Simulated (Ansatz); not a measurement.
Steps of a relaxation of C₂H₅FO₂Si, SMILES `CC(=O)O[SiH2]F` with RKS PBE-D4/def2-SVP.

```sh
$ ansatz run in.yaml --threads 4 --pin off --events-out ev --progress --plain --max-ram 10444MiB
```

```yaml
crystal:
  periodic: [false, false, false]
  atoms:
    - {symbol: C, position_ang: [-0.093200, -1.184100, 1.600600]}
    - {symbol: C, position_ang: [0.349900, -0.590900, 0.283700]}
    - {symbol: O, position_ang: [1.279400, -1.039500, -0.339300]}
    - {symbol: O, position_ang: [-0.337400, 0.471000, -0.097300]}
    - {symbol: Si, position_ang: [-0.127900, 1.288400, -1.510400]}
    - {symbol: F, position_ang: [-1.232300, 2.472800, -1.599600]}
    - {symbol: H, position_ang: [0.510600, -1.983900, 1.889400]}
    - {symbol: H, position_ang: [-1.132300, -1.472200, 1.470100]}
    - {symbol: H, position_ang: [-0.073900, -0.354400, 2.406200]}
    - {symbol: H, position_ang: [1.213200, 1.931100, -1.434700]}
    - {symbol: H, position_ang: [-0.290700, 0.404600, -2.648100]}
basis:
  gaussian: {orbitals: def2-SVP}
hamiltonian: {xc: pbe, dispersion: d4}
relax: {f_tol: 0.03, max_steps: 200}
```

Positions (Å) and forces (eV/Å) along the path, 9 of 9 steps:

```xyz
11
step=1 energy=-16823.8643 eV
C    -0.093   -1.184    1.601   -1.087    3.366    0.190
C     0.350   -0.591    0.284    0.736   -1.246    1.427
O     1.279   -1.040   -0.339    0.808   -0.217   -1.045
O    -0.337    0.471   -0.097   -1.658    0.479    1.109
Si   -0.128    1.288   -1.510    1.137    1.118   -0.972
F    -1.232    2.473   -1.600   -0.278   -0.009    0.187
H     0.511   -1.984    1.889    1.351   -1.802    0.521
H    -1.132   -1.472    1.470   -0.760   -0.326    0.200
H    -0.074   -0.354    2.406   -0.083   -0.986   -0.873
H     1.213    1.931   -1.435    0.067    0.133   -0.094
H    -0.291    0.405   -2.648   -0.234   -0.509   -0.651
11
step=2 energy=-16824.0973 eV
C    -0.108   -1.174    1.611   -0.168    1.161    0.147
C     0.376   -0.583    0.306    0.324   -1.082    0.182
O     1.284   -1.050   -0.358    0.080    0.242   -0.123
O    -0.339    0.479   -0.090   -0.797    0.282    0.859
Si   -0.098    1.305   -1.521    0.590    0.416   -0.853
F    -1.251    2.448   -1.600   -0.120    0.017    0.169
H     0.513   -2.019    1.893    0.292   -0.479    0.116
H    -1.167   -1.462    1.510   -0.154   -0.126   -0.008
H    -0.077   -0.387    2.410   -0.004   -0.307   -0.256
H     1.228    1.991   -1.468   -0.018    0.018   -0.042
H    -0.296    0.396   -2.672   -0.024   -0.142   -0.191
11
step=3 energy=-16824.1438 eV
C    -0.112   -1.167    1.625   -0.128   -0.429   -0.289
C     0.332   -0.626    0.286    0.711    0.237    0.149
O     1.279   -1.035   -0.368   -0.406    0.022    0.029
O    -0.379    0.470   -0.090   -0.378   -0.055    0.273
Si   -0.074    1.316   -1.534    0.134   -0.120   -0.380
F    -1.236    2.458   -1.582   -0.008   -0.005    0.088
H     0.548   -2.010    1.918   -0.161    0.138   -0.049
H    -1.170   -1.506    1.562    0.139   -0.002    0.022
H    -0.086   -0.376    2.392    0.053    0.190    0.074
H     1.249    2.010   -1.480   -0.020   -0.041    0.017
H    -0.285    0.409   -2.708    0.064    0.065    0.066
11
step=4 energy=-16824.1656 eV
C    -0.112   -1.169    1.625    0.074   -0.272   -0.145
C     0.357   -0.589    0.312   -0.014   -0.031   -0.227
O     1.273   -1.010   -0.372   -0.087    0.099    0.092
O    -0.385    0.489   -0.070   -0.123    0.007    0.204
Si   -0.077    1.306   -1.542    0.109   -0.132   -0.098
F    -1.238    2.449   -1.586   -0.005   -0.024    0.028
H     0.528   -2.034    1.898   -0.116    0.168   -0.032
H    -1.172   -1.494    1.545    0.122    0.056   -0.032
H    -0.075   -0.398    2.413    0.014    0.114    0.122
H     1.246    1.999   -1.492    0.003   -0.033    0.001
H    -0.280    0.392   -2.711    0.022    0.048    0.087
11
step=5 energy=-16824.1757 eV
C    -0.109   -1.170    1.621    0.086   -0.098   -0.051
C     0.348   -0.577    0.312   -0.134    0.024   -0.122
O     1.263   -0.984   -0.382    0.033    0.049   -0.004
O    -0.405    0.498   -0.057   -0.077   -0.001    0.141
Si   -0.075    1.298   -1.538    0.102   -0.093   -0.024
F    -1.229    2.447   -1.590   -0.002   -0.010    0.004
H     0.533   -2.030    1.887   -0.046    0.080   -0.013
H    -1.166   -1.497    1.538    0.040    0.034   -0.013
H    -0.072   -0.400    2.415   -0.004    0.022    0.036
H     1.253    1.978   -1.485    0.004   -0.018    0.006
H    -0.275    0.380   -2.700   -0.001    0.011    0.041
11
step=6 energy=-16824.1954 eV
C    -0.098   -1.173    1.605    0.094    0.152    0.059
C     0.304   -0.529    0.306   -0.293    0.184    0.087
O     1.216   -0.876   -0.426    0.051    0.027   -0.073
O    -0.489    0.533   -0.011    0.199   -0.170   -0.059
Si   -0.064    1.268   -1.520    0.015    0.006    0.119
F    -1.186    2.448   -1.628    0.040   -0.001   -0.049
H     0.568   -2.019    1.840    0.065   -0.058    0.000
H    -1.145   -1.521    1.534   -0.090   -0.021    0.011
H    -0.062   -0.418    2.421   -0.017   -0.095   -0.084
H     1.283    1.905   -1.446   -0.022    0.012    0.020
H    -0.262    0.325   -2.654   -0.043   -0.036   -0.031
11
step=7 energy=-16824.2020 eV
C    -0.092   -1.176    1.602    0.049    0.150    0.026
C     0.277   -0.504    0.307   -0.234    0.156    0.102
O     1.188   -0.826   -0.442    0.058   -0.006   -0.067
O    -0.525    0.549    0.003    0.148   -0.156   -0.023
Si   -0.058    1.254   -1.512    0.003    0.052    0.054
F    -1.154    2.455   -1.665    0.041   -0.030   -0.016
H     0.593   -2.013    1.810    0.044   -0.044   -0.001
H    -1.136   -1.538    1.543   -0.057   -0.027    0.011
H    -0.056   -0.433    2.428   -0.006   -0.076   -0.068
H     1.294    1.878   -1.419   -0.019    0.005    0.008
H    -0.266    0.298   -2.634   -0.027   -0.024   -0.027
11
step=8 energy=-16824.2049 eV
C    -0.090   -1.175    1.600    0.027    0.010   -0.014
C     0.254   -0.486    0.309   -0.062    0.028    0.026
O     1.166   -0.794   -0.451    0.002    0.000    0.002
O    -0.549    0.558    0.010    0.031   -0.031    0.004
Si   -0.050    1.245   -1.508   -0.029    0.034   -0.018
F    -1.131    2.458   -1.691    0.037   -0.037    0.011
H     0.613   -2.006    1.784   -0.004    0.001    0.004
H    -1.130   -1.555    1.556    0.004    0.004   -0.004
H    -0.051   -0.446    2.435    0.000   -0.010   -0.009
H     1.302    1.864   -1.399   -0.007    0.001    0.004
H    -0.269    0.281   -2.624    0.001    0.001   -0.006
11
step=9 energy=-16824.2051 eV
C    -0.088   -1.174    1.600   -0.002   -0.004    0.010
C     0.247   -0.483    0.309    0.000    0.000    0.001
O     1.160   -0.789   -0.453    0.001    0.003   -0.009
O    -0.557    0.556    0.008    0.004   -0.007    0.000
Si   -0.048    1.242   -1.509   -0.007    0.005    0.002
F    -1.125    2.456   -1.692    0.003   -0.001   -0.002
H     0.616   -2.004    1.780   -0.001    0.003   -0.003
H    -1.128   -1.556    1.560   -0.002    0.001    0.000
H    -0.047   -0.447    2.435   -0.001    0.001    0.003
H     1.302    1.859   -1.391    0.002    0.001    0.000
H    -0.266    0.282   -2.628    0.001   -0.001   -0.002
```

It took 20 s on 4 threads of an Arm Neoverse N1 on a shared host, with 0.15 GiB of host memory at the peak.
